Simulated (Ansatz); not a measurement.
Reaction (formal exchange of groups at a C–Al bond): `C[C](C)([AlH2])S` + CH₄ → `CC(C)(C)S` + `[AlH3]`

Program: Ansatz. Geometries: PBE0-D4/def2-TZVP. ΔE: electronic, gas phase. CCSD(T)/CBS adds triple-zeta CCSD(T) − MP2 to the extrapolated MP2 energy (def2 sets, frozen cores). This one scheme is used for every species. Functionals use def2-TZVPP. One conformer a species, not always the lowest.

`C[C](C)([AlH2])S`:

Z-matrix (Å, degrees):
```
C
C 1 1.527
H 1 1.096 2 111.2
H 1 1.093 2 112.3 3 121.7
H 1 1.098 2 110.4 3 -118.8
C 2 1.527 1 110.0 3 60.4
Al 2 1.986 1 109.2 3 -59.6
S 2 1.810 1 111.2 3 -175.9
H 6 1.098 2 110.4 1 58.5
H 6 1.093 2 112.3 1 178.0
H 6 1.096 2 111.2 1 -60.4
H 7 1.589 2 115.9 1 61.5
H 7 1.584 2 122.5 1 -118.3
H 8 1.351 2 98.1 1 -61.9
```

CH₄:

Z-matrix (Å, degrees):
```
C
H 1 1.090
H 1 1.090 2 109.5
H 1 1.090 2 109.5 3 -120.0
H 1 1.090 2 109.5 3 120.0
```

`CC(C)(C)S`:

Cartesian coordinates in Å:
```
C -0.846 1.160 -0.008
C -0.104 -0.164 0.093
C -0.173 -0.913 -1.233
C 1.345 0.061 0.498
S -0.936 -1.263 1.306
H -1.889 1.004 -0.288
H -0.826 1.697 0.943
H -0.375 1.797 -0.764
H -1.208 -1.095 -1.530
H 0.343 -1.873 -1.172
H 0.306 -0.317 -2.014
H 1.852 0.680 -0.250
H 1.880 -0.887 0.584
H 1.410 0.576 1.460
H -0.780 -0.464 2.375
```

`[AlH3]`:

Z-matrix (Å, degrees):
```
Al
H 1 1.586
H 1 1.586 2 120.0
H 1 1.586 2 120.0 3 -179.9
```

| level | ΔE (kJ/mol) |
| --- | --- |
| PBE-D4 | 32.5 |
| SCS-MP2/def2-TZVPP | 18.2 |
| MP2/CBS(def2) | 24.4 |
| CCSD/CBS(def2) | 20.3 |

Task: What does CCSD(T)/CBS give? (Best estimate.)

Result: Ansatz gave: +22.0 kJ/mol. The listed levels differ from it by 10.5, -3.8, 2.4, -1.7 kJ/mol.

Largest T1 diagnostic among the species: 0.010.

From PBE to PBE0 (25 % exact exchange), in def2-TZVPP and without D4, ΔE moves by −5.0 kJ/mol. In def2-TZVPP, CCSD(T) changes the Hartree–Fock value by +8.6 kJ/mol (the triples alone add +1.8 kJ/mol) and MP2 by +10.9 kJ/mol.
